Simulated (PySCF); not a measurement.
GeOBr2, SMILES [O]=[Ge]([Br])[Br].

Geometry: B3LYP-D3(BJ)/def2-SVP.

The numbers are results of PBE0/def2-TZVP (PySCF), not measurements.

Symmetry labels are those of the subgroup C2v that the program uses (full group C2v).

**Question.** List the valence orbital energies around the gap with their symmetry. (Estimate from the structure and the level; the computed values follow.)

**Answer.** 
```json
[
 {"orbital": "HOMO−7", "symmetry": "B2", "energy (eV)": "-11.64"},
 {"orbital": "HOMO−6", "symmetry": "A1", "energy (eV)": "-10.95"},
 {"orbital": "HOMO−5", "symmetry": "B1", "energy (eV)": "-10.44"},
 {"orbital": "HOMO−4", "symmetry": "A1", "energy (eV)": "-9.67"},
 {"orbital": "HOMO−3", "symmetry": "A2", "energy (eV)": "-9.58"},
 {"orbital": "HOMO−2", "symmetry": "B2", "energy (eV)": "-9.32"},
 {"orbital": "HOMO−1", "symmetry": "B1", "energy (eV)": "-8.98"},
 {"orbital": "HOMO", "symmetry": "B2", "energy (eV)": "-8.65"},
 {"orbital": "LUMO", "symmetry": "A1", "energy (eV)": "-3.24"},
 {"orbital": "LUMO+1", "symmetry": "B1", "energy (eV)": "-2.37"},
 {"orbital": "LUMO+2", "symmetry": "B2", "energy (eV)": "0.91"},
 {"orbital": "LUMO+3", "symmetry": "A1", "energy (eV)": "1.38"}
]
```
